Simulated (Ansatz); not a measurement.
Nudged elastic band run: CH$_{8}$FNOSiSn

input.yaml

```yaml
crystal:
  periodic: [false, false, false]
  atoms:
    - { symbol: C, position_ang: [-1.535918, 1.413482, 0.9696] }
    - { symbol: O, position_ang: [-1.284646, 0.667091, -0.209599] }
    - { symbol: Si, position_ang: [0.233615, 0.207306, -0.744748] }
    - { symbol: "N", position_ang: [0.171153, -0.512149, -2.304513] }
    - { symbol: F, position_ang: [1.112433, 1.592536, -0.870639] }
    - { symbol: Sn, position_ang: [1.403721, -1.395971, 0.898592] }
    - { symbol: H, position_ang: [-2.63147, 1.552586, 1.072387] }
    - { symbol: H, position_ang: [-1.17025, 0.889991, 1.883694] }
    - { symbol: H, position_ang: [-1.057372, 2.417478, 0.933963] }
    - { symbol: H, position_ang: [-0.176096, 0.03339, -3.09922] }
    - { symbol: H, position_ang: [-0.110946, -1.491952, -2.384042] }
    - { symbol: H, position_ang: [3.123286, -1.314292, 0.771217] }
    - { symbol: H, position_ang: [0.982832, -1.060527, 2.542622] }
    - { symbol: H, position_ang: [0.926656, -3.028071, 0.569486] }
basis:
  gaussian: { orbitals: def2-SVP }
hamiltonian:
  xc: pbe
  dispersion: d4
neb:
  order_check: false
  images: 5
  f_tol: 0.05
  max_iterations: 60
  final_atoms:
    - { symbol: C, position_ang: [-1.67595773, 1.37626545, 0.89777861] }
    - { symbol: O, position_ang: [-1.33685178, 0.56627733, -0.21432841] }
    - { symbol: Si, position_ang: [0.22635207, 0.18197601, -0.65800962] }
    - { symbol: "N", position_ang: [0.074908, -0.49339157, -2.22669139] }
    - { symbol: F, position_ang: [1.09009691, 1.59093858, -0.58071167] }
    - { symbol: Sn, position_ang: [1.444485, -1.45440749, 0.91346668] }
    - { symbol: H, position_ang: [-2.7412577, 1.67226298, 0.80544776] }
    - { symbol: H, position_ang: [-1.5569284, 0.82656019, 1.86023407] }
    - { symbol: H, position_ang: [-1.05834601, 2.30071786, 0.9481408] }
    - { symbol: H, position_ang: [-0.60345878, -0.10874226, -2.88934014] }
    - { symbol: H, position_ang: [0.87655609, -0.9160759, -2.69683846] }
    - { symbol: H, position_ang: [2.94874025, -1.96507494, 0.22176778] }
    - { symbol: H, position_ang: [1.79994896, -0.73316185, 2.44543824] }
    - { symbol: H, position_ang: [0.49871114, -2.87324638, 1.20244576] }
  initial_path:
    images:
      - { positions_ang: [[-1.535918, 1.413482, 0.9696], [-1.284646, 0.667091, -0.209599], [0.233615, 0.207306, -0.744748], [0.171153, -0.512149, -2.304513], [1.112433, 1.592536, -0.870639], [1.403721, -1.395971, 0.898592], [-2.63147, 1.552586, 1.072387], [-1.17025, 0.889991, 1.883694], [-1.057372, 2.417478, 0.933963], [-0.176096, 0.03339, -3.09922], [-0.110946, -1.491952, -2.384042], [3.123286, -1.314292, 0.771217], [0.982832, -1.060527, 2.542622], [0.926656, -3.028071, 0.569486]] }
      - { positions_ang: [[-1.51646889, 1.34608525, 0.96537268], [-1.36252635, 0.6058533, -0.2161517], [0.18705792, 0.2168736, -0.74146962], [0.18620075, -0.50058357, -2.32554469], [1.06223944, 1.62633147, -0.84016846], [1.36132847, -1.37247866, 0.88771443], [-2.60542882, 1.50131727, 1.13653815], [-1.10108643, 0.84559276, 1.84656668], [-1.06877737, 2.37399549, 0.89477506], [-0.04852177, 0.13486275, -3.08103638], [0.01521, -1.51616373, -2.32725123], [3.06108875, -1.41418086, 0.6269496], [1.07276061, -0.90942658, 2.51357338], [0.74392169, -2.96718051, 0.68893211]] }
      - { positions_ang: [[-1.49701978, 1.27868851, 0.96114536], [-1.4404067, 0.54461559, -0.22270441], [0.14050084, 0.2264412, -0.73819125], [0.20124851, -0.48901814, -2.34657638], [1.01204589, 1.66012694, -0.80969792], [1.31893593, -1.34898632, 0.87683686], [-2.57938764, 1.45004855, 1.2006893], [-1.03192287, 0.80119452, 1.80943935], [-1.08018275, 2.33051299, 0.85558712], [0.07905246, 0.2363355, -3.06285275], [0.141366, -1.54037545, -2.27046046], [2.99889151, -1.51406972, 0.4826822], [1.16268922, -0.75832616, 2.48452475], [0.56118738, -2.90629002, 0.80837822]] }
      - { positions_ang: [[-1.47757067, 1.21129176, 0.95691803], [-1.51828704, 0.48337789, -0.22925711], [0.09394376, 0.2360088, -0.73491287], [0.21629626, -0.47745271, -2.36760808], [0.96185233, 1.69392242, -0.77922738], [1.2765434, -1.32549397, 0.86595929], [-2.55334646, 1.39877982, 1.26484046], [-0.9627593, 0.75679628, 1.77231203], [-1.09158812, 2.28703048, 0.81639918], [0.20662669, 0.33780825, -3.04466913], [0.267522, -1.56458718, -2.21366968], [2.93669426, -1.61395857, 0.3384148], [1.25261783, -0.60722574, 2.45547613], [0.37845307, -2.84539952, 0.92782433]] }
      - { positions_ang: [[-1.54369969, 1.26628299, 0.93720489], [-1.45780862, 0.51101104, -0.22428088], [0.13807986, 0.21799787, -0.70927845], [0.16916684, -0.48276566, -2.32063585], [1.00460052, 1.65959447, -0.71305547], [1.33252393, -1.36846515, 0.88179509], [-2.61598354, 1.48994087, 1.11170956], [-1.16081566, 0.78005091, 1.80161938], [-1.08050742, 2.29159294, 0.86031305], [-0.0634018, 0.18895808, -2.9928928], [0.47053336, -1.34841676, -2.37472594], [2.94070959, -1.73099736, 0.29953246], [1.43506154, -0.64920444, 2.45213016], [0.41853909, -2.85468181, 1.0193648]] }
      - { positions_ang: [[-1.60982871, 1.32127422, 0.91749175], [-1.3973302, 0.53864418, -0.21930465], [0.18221596, 0.19998694, -0.68364404], [0.12203742, -0.48807861, -2.27366362], [1.04734871, 1.62526652, -0.64688357], [1.38850446, -1.41143632, 0.89763088], [-2.67862062, 1.58110192, 0.95857866], [-1.35887203, 0.80330555, 1.83092673], [-1.06942671, 2.2961554, 0.90422692], [-0.33343029, 0.04010791, -2.94111647], [0.67354472, -1.13224633, -2.5357822], [2.94472492, -1.84803615, 0.26065012], [1.61750525, -0.69118315, 2.4487842], [0.45862512, -2.8639641, 1.11090528]] }
      - { positions_ang: [[-1.67595773, 1.37626545, 0.89777861], [-1.33685178, 0.56627733, -0.21432841], [0.22635207, 0.18197601, -0.65800962], [0.074908, -0.49339157, -2.22669139], [1.09009691, 1.59093858, -0.58071167], [1.444485, -1.45440749, 0.91346668], [-2.7412577, 1.67226298, 0.80544776], [-1.5569284, 0.82656019, 1.86023407], [-1.05834601, 2.30071786, 0.9481408], [-0.60345878, -0.10874226, -2.88934014], [0.87655609, -0.9160759, -2.69683846], [2.94874025, -1.96507494, 0.22176778], [1.79994896, -0.73316185, 2.44543824], [0.49871114, -2.87324638, 1.20244576]] }
```

Command:

```bash
$ ansatz run input.yaml --threads 2 --pin off --max-ram 3072MiB --backend cpu --events-out ev --progress --plain --runs-dir out
```

Output, in part (warnings, iteration lines, the closing report on the highest movable image, with atoms numbered from 0):

```
NEB end point (image 0): max|allowed force component| = 1.391e-2 eV/Å (the criterion of neb.relax_end_points is 1.000e-2)
NEB end point (image 6): max|allowed force component| = 1.379e-2 eV/Å (the criterion of neb.relax_end_points is 1.000e-2)
NEB iter   1: max|band force component| = 6.902e0 eV/Å  barrier→ = 1.2520 eV  barrier← = 1.2825 eV  Δτ_max = 0.2000 Å  (211 SCF iters)
NEB iter   2: max|band force component| = 2.804e0 eV/Å  barrier→ = 0.4147 eV  barrier← = 0.4451 eV  Δτ_max = 0.2000 Å  (150 SCF iters)
NEB iter   3: max|band force component| = 2.433e0 eV/Å  barrier→ = 0.1368 eV  barrier← = 0.1673 eV  Δτ_max = 0.2000 Å  (152 SCF iters)
NEB iter   4: max|band force component| = 5.511e-1 eV/Å  barrier→ = 0.0428 eV  barrier← = 0.0732 eV  Δτ_max = 0.1327 Å  (146 SCF iters)
NEB iter   5: max|band force component| = 2.414e-1 eV/Å  barrier→ = 0.0180 eV  barrier← = 0.0484 eV  CI = image 3  Δτ_max = 0.0631 Å  (149 SCF iters)
NEB iter   6: max|band force component| = 1.598e-1 eV/Å  barrier→ = 0.0142 eV  barrier← = 0.0447 eV  CI = image 3  Δτ_max = 0.0365 Å  (149 SCF iters)
NEB iter   7: max|band force component| = 1.675e-1 eV/Å  barrier→ = 0.0122 eV  barrier← = 0.0427 eV  CI = image 3  Δτ_max = 0.0183 Å  (151 SCF iters)
NEB iter   8: max|band force component| = 1.324e-1 eV/Å  barrier→ = 0.0114 eV  barrier← = 0.0419 eV  CI = image 3  Δτ_max = 0.0365 Å  (151 SCF iters)
NEB iter   9: max|band force component| = 4.826e-2 eV/Å  barrier→ = 0.0103 eV  barrier← = 0.0407 eV  CI = image 3  Δτ_max = 0.0732 Å  (276 SCF iters)
NEB iter  10: max|band force component| = 2.373e-1 eV/Å  barrier→ = 0.0098 eV  barrier← = 0.0402 eV  CI = image 3  Δτ_max = 0.0507 Å  (30 SCF iters)
NEB iter  11: max|band force component| = 3.291e-2 eV/Å  barrier→ = 0.0093 eV  barrier← = 0.0398 eV  CI = image 3  Δτ_max = 0.0000 Å  (300 SCF iters)
Total energy: -21112.84652134 eV, -775.8827988578 hartree
Atom 0 at    -1.638106     1.327579     0.933811 Å, force     0.003736     0.006490     0.019028 eV/Å
Atom 1 at    -1.297813     0.617523    -0.244064 Å, force    -0.009735    -0.015623    -0.020452 eV/Å
Atom 2 at     0.259323     0.229650    -0.720402 Å, force     0.029526     0.010719     0.001252 eV/Å
Atom 3 at     0.274457    -0.386447    -2.324300 Å, force    -0.008152     0.011503     0.032787 eV/Å
Atom 4 at     1.096400     1.647628    -0.688758 Å, force    -0.002631     0.005025    -0.005386 eV/Å
Atom 5 at     1.428820    -1.396069     0.903225 Å, force    -0.000930    -0.004667     0.001538 eV/Å
Atom 6 at    -2.732708     1.506495     0.933261 Å, force     0.001685     0.001745     0.001235 eV/Å
Atom 7 at    -1.387384     0.752376     1.855591 Å, force    -0.000423     0.003299    -0.001543 eV/Å
Atom 8 at    -1.121705     2.311305     0.991680 Å, force     0.001878     0.001047    -0.002103 eV/Å
Atom 9 at    -0.207660     0.128487    -3.066797 Å, force    -0.002609    -0.001519    -0.012756 eV/Å
Atom 10 at     0.195668    -1.394923    -2.467320 Å, force    -0.000003    -0.013438    -0.013881 eV/Å
Atom 11 at     3.027683    -1.804211     0.389768 Å, force    -0.003372     0.004535    -0.010987 eV/Å
Atom 12 at     1.557094    -0.698170     2.479960 Å, force    -0.017423    -0.004299     0.004651 eV/Å
Atom 13 at     0.532929    -2.870325     1.053145 Å, force     0.008452    -0.004816     0.006616 eV/Å
Dipole moment:    -0.301859    -0.140530    -0.125458 e Å
```

The run converged. The band force fell under the threshold earlier too, but the program's further tests of the path sent the band on. A vibrational analysis at the climbing image gives one clearly imaginary mode, 66i cm⁻¹: a first-order saddle point.

Final band (atoms are numbered from 1 in the order of the input):

```csv
image,path coordinate (Å),energy (eV),height of N4 over the plane of its neighbours (Å)
0,0.00,0.000,-0.23
1,0.45,0.001,-0.23
2,0.90,0.005,-0.22
3,1.35,0.009,-0.23
4,1.78,0.003,-0.10
5,2.21,-0.022,0.13
6,2.65,-0.030,0.18
```

Run time: 3.1 min on 2 threads of AMD EPYC 9R14 (Zen 4) (shared host), peak memory 0.2 GiB.
